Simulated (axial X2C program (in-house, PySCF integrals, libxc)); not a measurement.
**Correcting the dissociation energy of KSe for spin–orbit coupling**

A spin-free CCSD(T) curve (one-electron X2C) was computed with an in-house relativistic program for diatomic molecules, basis Se dyall-cv3z [8s9p6d4f1g], K dyall-cv3z [11s12p6d3f] (cores contracted in-house), for the state M_S = 1/2, Λ = 1 (beyond evenly filled blocks: π+α, π+β, π-α). It gives D0 = 2.281 eV to Se + K, which in a spin-free picture are the weighted means of the ground terms.

Correlated methods: 15 electrons correlated (number of frozen shells: Se 3 s, 2 p, 1 d; K 2 s, 1 p), 253 virtual spin orbitals or spinors in MP2, 90 natural virtuals in coupled cluster.

Measured levels of the ground terms (NIST Handbook of Basic Atomic Spectroscopic Data), in cm⁻¹: Se 3P: J = 2 at 0, J = 1 at 1989.5, J = 0 at 2534.4; K 2S: J = 1/2 at 0.

The two components of the molecular doublet are 1300 cm⁻¹ apart in the PBE0 2c search (Ω = 3/2 lower), so the lower one lies 650 cm⁻¹ under their mean.

Q: How far does each ground level lie under the (2J+1)-weighted mean of its term?

A: Se: (5 × 0 + 3 × 1989.5 + 1 × 2534.4)/9 = 945 cm⁻¹; K: a single level, 0.

Q: Correct D0.

A: D0 = 2.281 + (650 − 945)/8065.5 = 2.244 eV at CCSD(T) with these spin–orbit terms. The direct two-component run gives 2.250 eV; the difference holds second-order terms in the molecule, scalar two-electron terms, the gap between measured and computed atomic splittings (a 2c atom can miss part of its lowering) and, in coupled cluster, the truncation of each run.

Second-order spin–orbit effects in the molecule, which grow quickly with Z, are left out. Occupations by symmetry block were frozen at the best pattern of an incomplete PBE0 search. De is counted from the lowest determinant-based energies of the atoms at the same level, without counterpoise correction. Coupled cluster ran in a truncated set of natural virtual spinors; the MP2 energy of the rest was added. (T) has no such correction and the atoms are truncated less, which lowers De at CCSD(T) by a hundredth of an eV or more. Other states lie close and PBE0, whose exact exchange favours high spin, may order them wrongly; the determinant shown need not be the ground state. The nearest other spin-free determinant of the search, M_S = 1/2, Λ = 0, lies 0.31 eV up at the distance of the search.
